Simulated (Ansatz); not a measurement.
CH2BN2, SMILES `N#C[B-]N` (excited triplet) (charge -1, multiplicity 3). This triplet is an excited state, 0.85 eV above the relaxed singlet at the level B3LYP/aug-cc-pVTZ // PBE0-D3(BJ)/def2-TZVPD (Ansatz, an electronic-structure program).

These are LC-ωPBE/aug-cc-pVTZ // PBE0-D3(BJ)/def2-TZVPD (Ansatz) values and carry that method's errors.

Ansatz 0.2 input:
```yaml
crystal:
  periodic: [false, false, false]
  atoms:
    - { symbol: N, position_ang: [2.566286, -0.492533, -0.180436] }
    - { symbol: C, position_ang: [1.484634, -0.043829, -0.03141] }
    - { symbol: B, position_ang: [0.169569, 0.600553, 0.209206] }
    - { symbol: N, position_ang: [-1.216238, 0.26614, -0.156314] }
    - { symbol: H, position_ang: [-1.417653, 0.253839, -1.150474] }
    - { symbol: H, position_ang: [-1.586602, -0.584172, 0.254679] }
basis:
  gaussian: { orbitals: aug-cc-pVTZ }
hamiltonian:
  xc: lc_wpbe
total_charge: -1
magnetization:
  spin_polarized: true
  initial_magnetization: 2
```

Output:

```
Functional definition: LC-wPBE
970 factors; their error is unknown
489 factors; integrals over basis functions are off by at most 3.4e-5 eV
mean field evaluation 1: about -4719.2565 eV, gradient 2.5e1 eV
mean field evaluation 2: about -4719.8120 eV, gradient 2.7e1 eV
mean field evaluation 4: about -4722.8366 eV, gradient 2.7e0 eV
mean field evaluation 8: about -4722.9187 eV, gradient 1.6e-1 eV
mean field evaluation 16: about -4722.8842 eV, gradient 1.5e-3 eV
mean field -4722.88418446 eV, -173.5627924929 hartree, gradient 4.5e-5 eV, S^2 2.027113; 0 other end points of the search recorded, 0 dependent functions left out
reference -4722.88418447 eV, -173.5627924933 hartree; 15, 13 occupied and 215, 217 virtual orbitals, 970 factors
Total energy: -4722.88418447 eV, -173.5627924933 hartree
```
